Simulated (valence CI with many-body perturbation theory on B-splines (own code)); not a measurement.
Ho52+: electric-dipole lines

Calculated by relativistic CI+MBPT: five valence electrons over a frozen Dirac-Fock core [Ne], radial functions for each j: 9 s, 9 p, 8 d, 6 f, 3 g, 1 h, with the one-electron correlation potential Σ1, the two-electron term Σ2, the three-electron term Σ3, Breit, model QED; selected CI, second order for the rest (own B-spline code, finite nucleus).

The last digits are not significant, and no measured levels were compared; by estimate large intervals hold to a few tenths of a per cent, small ones and those within an open d or f shell to about a per cent. Among the levels kept, up to 600 cm⁻¹ of a level comes from second order outside the variational space, and about a tenth of that is noise between levels of different J, which matters for small intervals.

Lines 1 to 50 of 217 in falling wavelength, among levels below 683.67 eV, chosen from the strongest by gf and those to the six lowest levels. Wavelengths and rates use the calculated energies. Electric multipoles are in the length gauge, E1 and E2 with the static RPA response of the core. Weak lines are less certain than strong ones. Lines between different terms over intervals too small for the method are left out, as are lines whose strength nearly cancels. The highest levels of a list are the least certain.

Levels are named by their leading jj configuration (3d3/2^4 stands for four electrons in 3d with j = 3/2), which in mixed levels can hold well under half, so a name can repeat and another be missing. Letters in brackets count levels of one name in rising energy.

```tsv
λ vac (Å)	Upper	Lower	A (s⁻¹)	S (a.u.)
1758	(3s^2 3p1/2 3p3/2^2) J=3/2	(3s^2 3p1/2^2 3d3/2) J=3/2	1.57e+02	1.68e-06
702.4	(3s^2 3p1/2 3p3/2^2) J=5/2	(3s^2 3p1/2^2 3d3/2) J=3/2	2.97e+05	3.04e-04
398.7	(3s^2 3p1/2 3p3/2^2) J=1/2	(3s^2 3p1/2^2 3d3/2) J=3/2	3.18e+01	1.99e-09
282.9	(3s^2 3p1/2^2 3d5/2) J=5/2	(3s^2 3p1/2 3p3/2^2) J=5/2	3.15e+06	2.12e-04
227.8	(3s^2 3p1/2^2 3d5/2) J=5/2	(3s^2 3p1/2 3p3/2^2) J=3/2	4.21e+06	1.47e-04
122.0	(3s 3p1/2^2 3p3/2 3d3/2) J=5/2 [a]	(3s^2 3p1/2 3p3/2 3d3/2) J=3/2 [b]	1.44e+09	7.75e-03
104.7	(3s 3p1/2^2 3p3/2 3d3/2) J=7/2	(3s^2 3p1/2 3p3/2 3d3/2) J=5/2 [b]	5.35e+09	2.42e-02
97.93	(3s 3p1/2^2 3p3/2 3d3/2) J=3/2 [b]	(3s^2 3p1/2 3p3/2 3d3/2) J=1/2 [b]	1.91e+09	3.54e-03
97.91	(3s 3p1/2^2 3p3/2 3d3/2) J=3/2 [b]	(3s^2 3p1/2 3p3/2 3d3/2) J=3/2 [b]	3.97e+09	7.36e-03
92.02	(3s 3p1/2^2 3p3/2 3d3/2) J=3/2 [b]	(3s^2 3p1/2 3p3/2 3d3/2) J=5/2 [b]	1.17e+09	1.80e-03
91.38	(3s 3p1/2^2 3p3/2 3d3/2) J=5/2 [a]	(3s^2 3p1/2 3p3/2 3d3/2) J=7/2	1.91e+09	4.32e-03
91.37	(3s 3p1/2^2 3p3/2 3d5/2) J=9/2	(3s^2 3p1/2 3p3/2 3d5/2) J=9/2	7.73e+09	2.91e-02
91.11	(3s 3p1/2^2 3p3/2 3d5/2) J=7/2 [a]	(3s^2 3p1/2 3p3/2 3d5/2) J=5/2 [b]	7.26e+09	2.17e-02
91.02	(3s 3p1/2^2 3p3/2 3d5/2) J=7/2 [a]	(3s^2 3p1/2 3p3/2 3d5/2) J=7/2 [b]	4.94e+09	1.47e-02
89.68	(3s 3p1/2^2 3p3/2 3d3/2) J=5/2 [b]	(3s^2 3p1/2 3p3/2 3d3/2) J=3/2 [b]	1.13e+09	2.42e-03
89.34	(3s 3p1/2^2 3p3/2^2) J=5/2	(3s^2 3p1/2 3p3/2^2) J=5/2	7.11e+09	1.50e-02
87.43	(3s 3p1/2^2 3p3/2 3d3/2) J=1/2 [b]	(3s^2 3p1/2 3p3/2 3d3/2) J=1/2 [b]	8.93e+09	5.89e-03
87.41	(3s 3p1/2^2 3p3/2 3d3/2) J=1/2 [b]	(3s^2 3p1/2 3p3/2 3d3/2) J=3/2 [b]	3.07e+09	2.02e-03
86.13	(3s 3p1/2^2 3p3/2 3d3/2) J=5/2 [a]	(3s^2 3p1/2 3p3/2 3d3/2) J=3/2 [a]	2.28e+09	4.31e-03
85.91	(3s 3p1/2^2 3p3/2 3d3/2) J=7/2	(3s^2 3p1/2 3p3/2 3d3/2) J=7/2	1.00e+10	2.51e-02
85.01	(3s 3p1/2^2 3p3/2 3d3/2) J=3/2 [a]	(3s^2 3p1/2 3p3/2 3d3/2) J=1/2 [a]	2.19e+09	2.66e-03
84.96	(3s 3p1/2^2 3p3/2 3d3/2) J=3/2 [a]	(3s^2 3p1/2 3p3/2 3d3/2) J=3/2 [a]	7.17e+09	8.68e-03
84.71	(3s 3p1/2^2 3p3/2 3d3/2) J=5/2 [b]	(3s^2 3p1/2 3p3/2 3d3/2) J=5/2 [b]	5.22e+09	9.40e-03
84.62	(3s 3p1/2^2 3p3/2 3d3/2) J=5/2 [a]	(3s^2 3p1/2 3p3/2 3d3/2) J=5/2 [a]	1.03e+10	1.86e-02
84.24	(3s 3p1/2^2 3p3/2 3d5/2) J=9/2	(3s^2 3p1/2 3p3/2 3d5/2) J=7/2 [a]	1.94e+10	5.71e-02
84.07	(3s 3p1/2^2 3p3/2 3d3/2) J=1/2 [a]	(3s^2 3p1/2 3p3/2 3d3/2) J=1/2 [a]	1.24e+10	7.26e-03
84.02	(3s 3p1/2^2 3p3/2 3d3/2) J=1/2 [a]	(3s^2 3p1/2 3p3/2 3d3/2) J=3/2 [a]	6.80e+09	3.98e-03
83.53	(3s 3p1/2^2 3p3/2 3d5/2) J=5/2 [a]	(3s^2 3p1/2 3p3/2 3d5/2) J=5/2 [a]	1.22e+10	2.11e-02
83.49	(3s 3p1/2^2 3p3/2 3d3/2) J=3/2 [a]	(3s^2 3p1/2 3p3/2 3d3/2) J=5/2 [a]	8.69e+09	9.99e-03
83.00	(3s 3p1/2^2 3p3/2^2) J=5/2	(3s^2 3p1/2 3p3/2^2) J=3/2	1.14e+10	1.93e-02
82.42	(3s 3p1/2 3p3/2^3) J=5/2	(3s^2 3p3/2^3) J=3/2	1.21e+10	2.01e-02
82.23	(3s 3p1/2^2 3p3/2 3d5/2) J=1/2	(3s^2 3p1/2 3p3/2 3d5/2) J=3/2 [b]	2.12e+10	1.17e-02
81.97	(3s 3p1/2^2 3p3/2 3d5/2) J=7/2 [b]	(3s^2 3p1/2 3p3/2 3d5/2) J=5/2 [b]	6.97e+09	1.52e-02
81.90	(3s 3p1/2^2 3p3/2 3d5/2) J=7/2 [b]	(3s^2 3p1/2 3p3/2 3d5/2) J=7/2 [b]	3.70e+09	8.02e-03
81.55	(3s 3p1/2^2 3p3/2^2) J=3/2	(3s^2 3p1/2 3p3/2^2) J=1/2	6.42e+05	6.87e-07
81.55	(3s 3p1/2^2 3p3/2 3d5/2) J=5/2 [a]	(3s^2 3p1/2 3p3/2 3d5/2) J=3/2 [a]	1.67e+10	2.67e-02
81.17	(3s 3p1/2^2 3p3/2^2) J=1/2	(3s^2 3p1/2 3p3/2^2) J=1/2	2.48e+10	1.31e-02
80.63	(3s 3p1/2^2 3p3/2 3d5/2) J=3/2 [b]	(3s^2 3p1/2 3p3/2 3d5/2) J=1/2	1.42e+10	1.47e-02
79.91	(3s 3p1/2^2 3p3/2 3d3/2) J=7/2	(3s^2 3p1/2 3p3/2 3d3/2) J=5/2 [a]	2.57e+09	5.19e-03
78.93	(3s 3p1/2^2 3p3/2 3d5/2) J=3/2 [b]	(3s^2 3p1/2 3p3/2 3d5/2) J=3/2 [b]	1.76e+10	1.71e-02
78.87	(3s 3p1/2^2 3p3/2 3d5/2) J=3/2 [a]	(3s^2 3p1/2 3p3/2 3d5/2) J=5/2 [a]	1.94e+10	1.88e-02
78.61	(3s 3p1/2^2 3p3/2 3d5/2) J=7/2 [a]	(3s^2 3p1/2 3p3/2 3d5/2) J=9/2	5.74e+09	1.10e-02
77.10	(3s 3p1/2^2 3p3/2 3d5/2) J=3/2 [a]	(3s^2 3p1/2 3p3/2 3d5/2) J=3/2 [a]	6.49e+09	5.87e-03
76.54	(3s^2 3p1/2 3d3/2^2) J=3/2	(3s^2 3p1/2 3p3/2 3d5/2) J=3/2 [b]	1.85e+09	1.63e-03
75.95	(3s 3p1/2^2 3p3/2 3d5/2) J=5/2 [b]	(3s^2 3p1/2 3p3/2 3d5/2) J=5/2 [b]	1.07e+10	1.39e-02
75.88	(3s 3p1/2^2 3p3/2 3d5/2) J=5/2 [b]	(3s^2 3p1/2 3p3/2 3d5/2) J=7/2 [b]	2.74e+10	3.55e-02
74.93	(3s 3p1/2^2 3p3/2^2) J=3/2	(3s^2 3p1/2 3p3/2^2) J=5/2	2.68e+10	2.23e-02
73.61	(3s 3p1/2 3p3/2^3) J=1/2	(3s^2 3p3/2^3) J=3/2	2.41e+10	9.48e-03
73.50	(3s^2 3p1/2 3d3/2^2) J=5/2	(3s^2 3p1/2 3p3/2 3d3/2) J=3/2 [b]	1.79e+09	2.10e-03
73.44	(3s 3p1/2^2 3p3/2 3d3/2) J=3/2 [b]	(3s^2 3p1/2 3p3/2 3d3/2) J=1/2 [a]	5.56e+09	4.35e-03
```
